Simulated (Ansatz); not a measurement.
The same ligand exchange along the group Si, Ge, Sn.

Computed with Ansatz on PBE0-D4/def2-TZVP structures; ΔE is electronic, products minus reactants. CCSD(T)/CBS is the MP2 limit (def2-TZVPP, def2-QZVPP) plus CCSD(T) − MP2 in def2-TZVPP, frozen cores. Small cases extrapolate CCSD(T) itself. DFT in def2-TZVPP. Elements past krypton have def2 core potentials. For Ge, Sn outer-core shells are correlated without core-valence functions, which leaves a few kJ/mol of doubt a bond. Scalar relativity is left out up to krypton. One conformer a species, not always the lowest.

| reaction | CCSD(T)/CBS(def2) (kcal/mol) |
| --- | --- |
| `N[Si]F` + HCl → `F[Si]Cl` + NH₃ | -5.4 |
| `[NH2][Ge][F]` + HCl → `[F][Ge][Cl]` + NH₃ | -11.9 |
| `[NH2][Sn][F]` + HCl → `[F][Sn][Cl]` + NH₃ | ? |

(1) Fill in the missing values. (Estimate.)

Largest T1 diagnostic: 0.017, for `[NH2][Sn][F]`.

Extrapolated directly: `N[Si]F` + HCl → `F[Si]Cl` + NH₃.

Results:

(1) The calculation gave: `[NH2][Sn][F]` + HCl → `[F][Sn][Cl]` + NH₃: -21.3 kcal/mol.
